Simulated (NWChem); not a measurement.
System: CH4OZn; SMILES C[O][ZnH]

The following NWChem deck was run.

```
start job
memory heap 200 mb stack 900 mb global 1100 mb
geometry units angstroms noautosym nocenter noautoz
  Zn     0.257548    -0.726195     0.001555
  H      0.005787    -2.222722    -0.016083
  O      0.706881     0.986240     0.023520
  C     -0.076405     2.126391     0.004103
  H     -0.793993     2.190609     0.849796
  H      0.564338     3.026472     0.073315
  H     -0.672553     2.240050    -0.926495
end
basis spherical
  * library pcsseg-1
end
dft
  xc bhlyp
  iterations 150
end
property
  shielding
end
task dft property
```

Structure relaxed at the PBE0/def2-SVP level.

GIAO values for the isolated, static molecule; σ is the absolute isotropic shielding, δ = σ(reference) − σ with the isolated reference molecule computed at the same levels (13C: tetramethylsilane, 1H: tetramethylsilane, 17O: water).

Atoms are numbered as in the input.

Task: What results follow from this input? (BHandHLYP/pcSseg-1, GIAO.) Quantities: σ Zn1 (ppm); δ H2 (ppm); δ O3 (ppm); δ C4 (ppm); δ H5 (rotor mean) (ppm).

Result: σ Zn1 (ppm): 1798.5
δ H2 (ppm): 3.46
δ O3 (ppm): -2.1
δ C4 (ppm): 55.6
δ H5 (rotor mean) (ppm): 3.84
